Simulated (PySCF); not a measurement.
C5H5Cl. Atoms are numbered in the order given.

```xyz
11

Cl    -0.0011    -2.0193     0.0000
C     -0.0423    -0.3002     0.0000
C     -1.1420     0.4818     0.0000
C     -0.6864     1.9051     0.0000
C      0.8072     1.8120     0.0000
C      1.1733     0.5147     0.0000
H     -2.1781     0.1475     0.0000
H     -1.0600     2.4599     0.8813
H     -1.0600     2.4599    -0.8813
H      1.4741     2.6749     0.0000
H      2.1834     0.1050     0.0000
```
Charge 0, spin multiplicity 1.

Coordinates come from a PBE0-D3(BJ)/def2-SVP optimisation. One conformer was computed; it need not be the lowest.

Level of theory: ωB97X/def2-TZVP (PySCF).

Isolated molecule, no solvent.

The total energy comes out as -653.72928 hartree and the point group comes out as Cs. The highest occupied level is -8.80 eV, the lowest empty level is 1.29 eV and the orbital gap is 10.09 eV. The dipole moment comes out as 2.10 D. The quadrupole, principal values (traceless, Buckingham form, about the centre of nuclear charge) comes out as -4.91, 0.95, 3.97 D·Å and the mean static polarisability comes out as 66.5 bohr³ (9.85 Å³). The polarisability, principal values comes out as 43.4, 66.4, 89.6 bohr³.
